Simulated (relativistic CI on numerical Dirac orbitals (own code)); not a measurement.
## Radial parameters of Sb XL

Method of calculation: Dirac-Coulomb-Breit CI, orbitals from a KLI potential per configuration, model QED (radiative potential, 1s self-energy scaled to tabulated hydrogen-like ionisation energies), unscaled Slater integrals (own radial code, finite nucleus).

Slater integrals F^k, G^k are unscaled and averaged over j, outside the closed core [Ne]; ζ comes from projecting the Hamiltonian with its Breit term on Σ l·s of the shell.

- 3s.3p: G^1(3s,3p) = 441210, ζ(3p) = 348570 cm⁻¹; <r>(3s) = 0.2904, <r^2>(3s) = 0.09603, <r>(3p) = 0.2808, <r^2>(3p) = 0.09096 (bohr units).
- 3p2: F^2(3p,3p) = 351140, ζ(3p) = 348430 cm⁻¹; <r>(3p) = 0.281, <r^2>(3p) = 0.09115 (bohr units).
- 3s.3d: G^2(3s,3d) = 271820, ζ(3d) = 45790 cm⁻¹; <r>(3s) = 0.2906, <r^2>(3s) = 0.09617, <r>(3d) = 0.2471, <r^2>(3d) = 0.07028 (bohr units).

Averages of the first 10 configurations, taken without configuration mixing, which lowers the lowest level and can move excited configurations by several eV; other configurations of the list can lie among them:

```
Configuration  Parity  States  Average energy above the lowest level (eV)
          3s2    even       1                                         3.8
        3s.3p     odd      12                                       132.4
          3p2    even      15                                       276.1
        3s.3d    even      20                                       291.2
          3d2    even      45                                       586.9
        3p.3d     odd      60                                       428.6
        3p.4s     odd      12                                      1434.1
        3d.4s    even      20                                      1584.6
        3s.4s    even       4                                      1295.9
        3s.4p     odd      12                                      1353.9
```
